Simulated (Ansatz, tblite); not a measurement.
Spin states of the cluster CaTe₂ (the lowest singlet isomer of a short search), each relaxed with r2SCAN-D4/def2-TZVP in Ansatz. Electronic energies in the gas phase.

In the def2 sets Te takes a core potential, while STO-3G treats all electrons; there is no spin–orbit coupling. The xTB rows come from tblite. Correlated methods freeze 13 core orbitals; core or outer-core shells of Ca, Te are correlated, in sets that lack core-valence functions. In CCSD on the charge 0 quintet the largest single amplitude is 0.28, so its Hartree–Fock determinant may place the open shell otherwise than the density functionals do. The structure comes from a short search, and lower isomers may exist.

Singlet geometry (C2v within 0.1 Å):

Cartesian coordinates in Å:
```
Ca -0.8235 1.3708 -0.2733
Te 0.6577 -0.8149 -1.2540
Te 0.1658 -0.5559 1.5274
```

Triplet geometry (C2v within 0.1 Å):

```xyz
3

Ca   -1.204    0.992   -0.977
Te    0.808    0.545    1.293
Te    0.396   -1.537   -0.317
```

Quintet geometry (C2v within 0.1 Å):

```xyz
3

Ca    0.572   -1.646   -0.519
Te    0.785    1.462   -0.587
Te   -1.357    0.185    1.106
```

⟨S²⟩: triplet 2.01 at PBE0-D4/def2-TZVP (pure 2.00), quintet 6.02 at PBE0-D4/def2-TZVP (pure 6.00).

Only these spin states were relaxed.

Task: Estimate which spin state lies lowest at each of these levels, and by how much: GFN1-xTB; HF/STO-3G; HF/def2-TZVPP; PBE-D4/def2-TZVP; BLYP-D4/def2-TZVP; r2SCAN-D4/def2-TZVP; PBE0-D4/def2-TZVP; r2SCAN0-D4/def2-TZVP; PBE-QIDH/def2-TZVP; MP2/def2-TZVP; CCSD/def2-TZVPP; CCSD(T)/def2-TZVPP.

Result: 
```json
{"level": "GFN1-xTB", "triplet − singlet (kcal/mol)": "35.8", "quintet − singlet (kcal/mol)": "95.0", "lowest of these": "singlet"}
{"level": "HF/STO-3G", "triplet − singlet (kcal/mol)": "-27.7", "quintet − singlet (kcal/mol)": "13.0", "lowest of these": "triplet"}
{"level": "HF/def2-TZVPP", "triplet − singlet (kcal/mol)": "0.0", "quintet − singlet (kcal/mol)": "30.6", "lowest of these": "tie"}
{"level": "PBE-D4/def2-TZVP", "triplet − singlet (kcal/mol)": "17.2", "quintet − singlet (kcal/mol)": "60.1", "lowest of these": "singlet"}
{"level": "BLYP-D4/def2-TZVP", "triplet − singlet (kcal/mol)": "16.1", "quintet − singlet (kcal/mol)": "57.2", "lowest of these": "singlet"}
{"level": "r2SCAN-D4/def2-TZVP", "triplet − singlet (kcal/mol)": "17.1", "quintet − singlet (kcal/mol)": "60.9", "lowest of these": "singlet"}
{"level": "PBE0-D4/def2-TZVP", "triplet − singlet (kcal/mol)": "15.8", "quintet − singlet (kcal/mol)": "62.7", "lowest of these": "singlet"}
{"level": "r2SCAN0-D4/def2-TZVP", "triplet − singlet (kcal/mol)": "15.3", "quintet − singlet (kcal/mol)": "61.0", "lowest of these": "singlet"}
{"level": "PBE-QIDH/def2-TZVP", "triplet − singlet (kcal/mol)": "14.4", "quintet − singlet (kcal/mol)": "65.2", "lowest of these": "singlet"}
{"level": "MP2/def2-TZVP", "triplet − singlet (kcal/mol)": "11.9", "quintet − singlet (kcal/mol)": "66.3", "lowest of these": "singlet"}
{"level": "CCSD/def2-TZVPP", "triplet − singlet (kcal/mol)": "9.6", "quintet − singlet (kcal/mol)": "58.1", "lowest of these": "singlet"}
{"level": "CCSD(T)/def2-TZVPP", "triplet − singlet (kcal/mol)": "10.5", "quintet − singlet (kcal/mol)": "62.7", "lowest of these": "singlet"}
```

Change of the quintet − singlet gap on mixing in exact exchange, in kcal/mol: PBE to PBE0 (25 % exact exchange) 2.6; r2SCAN to r2SCAN0 (25 % exact exchange) 0.1. The xTB methods have no term that favours high spin, so they put low spin too low.
